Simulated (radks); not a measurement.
Values are calculated unless marked as measured or tabulated.
Orbital eigenvalues (eV) of the antimony ion Sb2+, [Kr] 4d10 5s2 5p1, at several levels of relativity; Dirac values are averaged over j with weights 2j + 1. Spin-unpolarised spherical Kohn-Sham, BLYP, point nucleus unless stated (finite: rms radius 4.6802 fm), a radial shooting solver on a logarithmic mesh with Libxc functionals. A level marked "c x" has the speed of light scaled by that factor and shares open shells by 2j + 1; other Dirac levels either fill j = l - 1/2 first or share by 2j + 1.

| shell | non-rel. | scalar-rel., finite nucleus | Dirac, low j first | Dirac, c x 0.85 | change of magnitude, last against first (%) |
|---|---|---|---|---|---|
| 1s | -29194 | -30327 | -30308 | -30784 | +5.45 |
| 2s | -4354.0 | -4630.6 | -4626.0 | -4743.8 | +8.95 |
| 2p | -4081.0 | -4159.5 | -4161.4 | -4195.7 | +2.81 |
| 3s | -865.49 | -922.33 | -921.33 | -945.75 | +9.27 |
| 3p | -752.13 | -768.78 | -769.07 | -776.45 | +3.23 |
| 3d | -541.62 | -534.31 | -533.54 | -530.48 | -2.06 |
| 4s | -155.78 | -166.98 | -166.69 | -171.71 | +10.22 |
| 4p | -117.42 | -119.94 | -119.91 | -121.24 | +3.26 |
| 4d | -53.224 | -51.625 | -51.421 | -50.951 | -4.27 |
| 5s | -28.155 | -29.396 | -29.272 | -29.931 | +6.31 |
| 5p | -20.007 | -20.074 | -20.000 | -20.133 | +0.63 |
